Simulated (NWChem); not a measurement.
**HBF2S in NWChem**

SMILES: B(F)(S)F
```xyz
5

B     -0.1163     0.4508     0.0000
F     -1.3666     0.8645     0.0000
F      0.8436     1.3562     0.0000
S      0.2323    -1.3174     0.0000
H      1.5729    -1.1613     0.0000
```
Charge 0, spin multiplicity 1.

All runs are NWChem calculations. Structure: optimised with PBE0/def2-SVP, a minimum by its harmonic frequencies. It is one conformer; others weren't searched.

Symmetry labels belong to the abelian group Cs used in the runs, with the axes of the coordinates shown.

The Pople sets run with spherical d functions. The structure started from a generated list of species.

**Question.** List the lowest 4 singlet excitations that TD-PBE/6-31+G* (spherical d) gives, with oscillator strengths.

**Answer.** 
```csv
state,symmetry,energy (eV),wavelength (nm),f
1,a",6.30,197,0.044
2,a",7.04,176,0.017
3,a',7.07,175,0.139
4,a",7.74,160,0.007
```
